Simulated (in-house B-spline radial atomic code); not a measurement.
Atomic self-consistent-field run: Lu2+. Computed with a radial B-spline atomic code at the basis-set limit: Dirac-Kohn-Sham LDA exchange-only, spherical fractional occupations, Fermi nucleus of rms radius 5.37 fm.

Command:
```bash
python run_scf.py task.json out
```
Settings (nuclear radius in fm, mass in u):
```
Z                71
configuration    [Xe] 4f14 6s1
hamiltonian      dirac
method           lda,
spin_polarised   False
nucleus          fermi
rms_radius       5.37
atomic_mass      174.94078
speed_of_light   137.035999084
```

Output (hartree, bohr):
```
 radial grid: 81 intervals, B-splines of order 8, outer radius 60 bohr

 iter        energy (Eh)    residual
    1      -14561.506055    4.07e-01
    2      -14557.298278    3.50e-01
    3      -14559.243873    3.60e-01
    4      -14560.725910    2.41e-01
    5      -14556.002525    5.37e-01
    6      -14562.340505    5.16e-02
    7      -14562.426113    1.23e-02
    8      -14562.431607    1.11e-04
    9      -14562.431607    1.15e-05
   10      -14562.431607    3.84e-06
   11      -14562.431607    4.49e-08

 total energy                    -14562.43161
 kinetic                           16229.1615
 electron-nucleus                 -36186.7817
 Hartree                            5680.6261
 exchange-correlation               -285.4375

 first-order corrections (not in the total)
   Gaunt                            16.6268
   retardation                      -1.7606
   frequency dependence             -0.2655
   self-energy                      11.9469
   Uehling                          -2.1421
   Wichmann-Kroll                    0.0799
   recoil                            0.0285

 orbital      occ     eigenvalue          <r>       <r^2>       <1/r>       <r^4>       r_max    small
 1s1/2      2.000     -2318.9980    0.0193365 0.000512942     82.1147 7.09266e-07     0.01214  7.10e-02
 2s1/2      2.000      -395.0346    0.0812988  0.00787171     19.8669 0.000107872     0.06955  1.60e-02
 2p1/2      2.000      -377.2713    0.0674277  0.00564509     19.8491 6.54105e-05     0.05193  1.61e-02
 2p3/2      4.000      -336.2527     0.075038  0.00685402     16.9535 9.21182e-05     0.05846  1.46e-02
 3s1/2      2.000       -89.9385     0.212382   0.0516958     7.28272  0.00404053      0.1962  5.20e-03
 3p1/2      2.000       -82.0461     0.202132   0.0475923     7.20395  0.00358982      0.1839  5.15e-03
 3p3/2      4.000       -73.3004     0.216368   0.0543105     6.45804  0.00462982      0.1975  4.74e-03
 3d3/2      4.000       -59.8268     0.189915    0.042395     6.35078  0.00319265      0.1551  4.63e-03
 3d5/2      6.000       -57.9156      0.19431   0.0442467     6.17152   0.0034517      0.1589  4.52e-03
 4s1/2      2.000       -18.3381     0.478224    0.258583     3.05418   0.0974928      0.4467  1.70e-03
 4p1/2      2.000       -15.1230     0.485136     0.26834      2.9455    0.108025      0.4474  1.61e-03
 4p3/2      4.000       -13.1253     0.518135    0.305799     2.68319    0.140342      0.4764  1.45e-03
 4d3/2      4.000        -7.8229     0.541269     0.34054     2.46255    0.189644      0.4758  1.26e-03
 4d5/2      6.000        -7.4583     0.552913    0.355227     2.39855    0.206531      0.4851  1.22e-03
 5s1/2      2.000        -2.8248      1.16937     1.54014     1.14596     3.53997       1.043  3.49e-04
 5p1/2      2.000        -1.9293      1.30739      1.9429     1.01252     5.88832       1.132  2.78e-04
 5p3/2      4.000        -1.6705      1.41699     2.28332    0.921447     8.16424       1.221  2.37e-04
 4f5/2      6.000        -0.9667     0.713223    0.670756     1.84625     1.30568      0.4652  7.77e-04
 4f7/2      8.000        -0.9107     0.728446    0.703402     1.81454     1.46587      0.4707  7.56e-04
 6s1/2      1.000        -0.6203      3.07442     10.5778    0.412633     163.496       2.748  5.48e-05
```

Run time, properties included: 3.3 s on 1 thread of Intel(R) Xeon(R) Platinum 8259CL CPU @ 2.50GHz, with other jobs on the host.

For the Dirac Hamiltonian the kinetic term is c α·p + (β - 1)c².
